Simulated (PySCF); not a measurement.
**Electron correlation in W (tungsten, neutral)**

[Xe] 4f14 5d4 6s1 6p1, one real determinant (an excited configuration). Calculation: PySCF 2.14, in def2-QZVPPD with the def2 core potential (60 electrons) (7s6p4d3f2g, 84 functions); scalar relativity through the core potential. Frozen: 5s2 5p6; 6 electrons correlated.

| level | correlation energy (mhartree) |
| --- | --- |
| CCSD | -66.72 |
| (T) | -1.84 |
| CCSD(T) | -68.56 |

Diagnostics: T1 = 0.015, D1 = 0.0497, largest double amplitude 0.064.

The real determinant used has ⟨L²⟩ near 8 against 12 for a pure F term, so it mixes terms. Spin-orbit coupling, absent here, splits the open shell strongly.

Cost of the coupled-cluster step: roughly 12 core-seconds, for 6 correlated electrons.

The reference is one real determinant that mixes LS terms of this configuration.
